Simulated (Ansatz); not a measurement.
CH2BFO2 (`FB1OCO1`), relaxed with RKS PBE0-D4/def2-TZVP in Ansatz from a PBE-D4/def2-SVP geometry. The force threshold is 0.005 eV/Å; the program also tests the step.

The species carries charge 0 and has multiplicity 1.

Start:

```xyz
7

F     2.089    0.097   -1.104
B     0.925    0.042   -0.489
O     0.491    0.683    0.666
C    -0.727   -0.034    0.384
O    -0.224   -0.672   -0.806
H    -1.576    0.650    0.168
H    -0.978   -0.767    1.181
```

Task: How much energy does the relaxation release, and in how many steps? (Estimate.)

Result: Ansatz gave: 0.03 eV, in 4 steps.

Task: Which bonds change most? (An estimate is asked.)

Result: Ansatz gave: C4–H6 from 1.112 to 1.091 Å; C4–H7 from 1.112 to 1.091 Å; F1–B2 from 1.318 to 1.305 Å; B2–O3 from 1.390 to 1.378 Å.

Task: Give the relaxed structure. (Estimate.)

Result: Computed: 
```xyz
7

F     2.070    0.095   -1.094
B     0.917    0.042   -0.485
O     0.484    0.676    0.659
C    -0.727   -0.034    0.384
O    -0.223   -0.664   -0.797
H    -1.557    0.641    0.166
H    -0.964   -0.757    1.165
```
